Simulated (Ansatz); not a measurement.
`CO[Si@H](Cl)[Si@H](O)Cl` and `CO[SiH](C)Cl` differ in one atom or group.

Ansatz, PBE0-D4/def2-TZVP geometries, multiplicity 1. Each molecule was computed in one conformer, which needn't be the lowest.

| property | `CO[Si@H](Cl)[Si@H](O)Cl` |
| --- | --- |
| size of the dipole moment (B3LYP/def2-TZVPP) / D | 2.57 |
| HOMO energy (B3LYP/def2-TZVPP) / eV | -7.78 |
| HOMO–LUMO gap (PBE0/def2-TZVPP) / eV | 7.22 |
| HOMO energy (PBE/def2-TZVPP) / eV | -6.73 |
| LUMO energy (ωB97M-V/def2-TZVPP) / eV | 1.03 |
| HOMO–LUMO gap (B3LYP/def2-TZVPP) / eV | 6.86 |

Problem. Give the same properties after the change, and the shifts. (Best estimate.)

Solution. Computed: 
| property | `CO[SiH](C)Cl` | shift |
| --- | --- | --- |
| size of the dipole moment (B3LYP/def2-TZVPP) / D | 2.01 | -0.56 |
| HOMO energy (B3LYP/def2-TZVPP) / eV | -8.15 | -0.37 |
| HOMO–LUMO gap (PBE0/def2-TZVPP) / eV | 9.43 | 2.21 |
| HOMO energy (PBE/def2-TZVPP) / eV | -6.88 | -0.15 |
| LUMO energy (ωB97M-V/def2-TZVPP) / eV | 2.48 | 1.45 |
| HOMO–LUMO gap (B3LYP/def2-TZVPP) / eV | 8.88 | 2.02 |

With PBE0 the HOMO falls by 0.39 eV and the LUMO rises by 1.81 eV, so the gap widens by about 2.20 eV. PBE moves the HOMO by -0.15 eV and ωB97M-V by -0.66 eV. Dipoles are sizes alone; their direction can turn.

B3LYP here is the variant with VWN-RPA as its local correlation; programs differ in this.
